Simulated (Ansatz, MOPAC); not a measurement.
Gas-phase reaction in SMILES: C[N](C)[GeH2] -> CC[N][GeH3]

Wanted: isomerisation energy (enthalpy at 298 K), in kcal/mol. Set-up: non-relativistic; spin-orbit terms left out; UHF or UKS for open shells; no dispersion term unless named. First-principles rows: single points at B3LYP-D3(BJ) geometries (Ansatz, a first-principles code), with unscaled harmonic terms from B3LYP/6-31G* (LANL2DZ past Ar) (Ansatz) at its own minima. Semi-empirical rows: MOPAC heats of formation at their own minima for 298 K.

```
species        coefficient  E at HF/STO-3G (Ansatz), Eh  E at PBE0/def2-TZVPD (Ansatz), Eh  H(298 K) - E, kcal/mol  heat of formation at PM3 (MOPAC), kcal/mol
-------------  -----------  ---------------------------  ---------------------------------  ----------------------  ------------------------------------------
C[N](C)[GeH2]           -1                  -2184.92498                        -2212.35598                   65.07                                        9.64
CC[N][GeH3]             +1                  -2184.94903                        -2212.33372                   62.31                                       38.65
```

 1 Eh = 627.5095 kcal/mol.

Problem. Work the quantity out at each level.

Solution. 
- HF/STO-3G: the sum of coefficient times E is -0.02405 Eh, or -15.09 kcal/mol; the thermal terms add -2.76. Result: -17.9 kcal/mol.
- PBE0/def2-TZVPD: the sum of coefficient times E is 0.02226 Eh, or 13.97 kcal/mol; the thermal terms add -2.76. Result: 11.2 kcal/mol.
- PM3: the sum of coefficient times heat of formation is 29.01 kcal/mol; it needs no thermal term.
